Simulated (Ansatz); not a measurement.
Cartesian coordinates in Å:
```
Si 0.759 0.495 0.629
O -0.255 -0.482 -0.196
Ga -1.615 -0.474 -1.365
H 0.595 0.276 2.091
H 0.491 1.932 0.335
H 2.167 0.195 0.255
H -2.142 -1.940 -1.749
```

The species carries charge 0 and has multiplicity 2.

Q: List the PBE0/def2-TZVPP orbital energies in eV (Ansatz). (Best estimate.)

A: The calculation gave: α occupied: -10147.53, -1802.71, -1253.33, -1109.50, -1109.44, -1109.40, -522.44, -151.66, -144.96, -104.62, -104.45, -104.35, -99.64, -99.61, -99.60, -27.24, -23.69, -23.65, -23.58, -23.51, -23.32, -15.15, -12.76, -10.85, -10.64, -10.42, -8.83, -8.59, -6.13. α empty: -1.67, 0.11, 1.56, 1.71, 1.97, 2.03, 2.54, 4.16. β occupied: -10147.50, -1802.71, -1253.31, -1109.49, -1109.41, -1109.38, -522.37, -151.60, -144.96, -104.58, -104.36, -104.34, -99.64, -99.61, -99.60, -27.07, -23.60, -23.57, -23.54, -23.42, -23.25, -15.06, -12.47, -10.61, -10.59, -9.79, -8.64, -8.56. β empty: -2.88, -1.15, 0.31, 1.77, 1.96, 1.98, 2.12, 3.00. ⟨S²⟩ = 0.755.
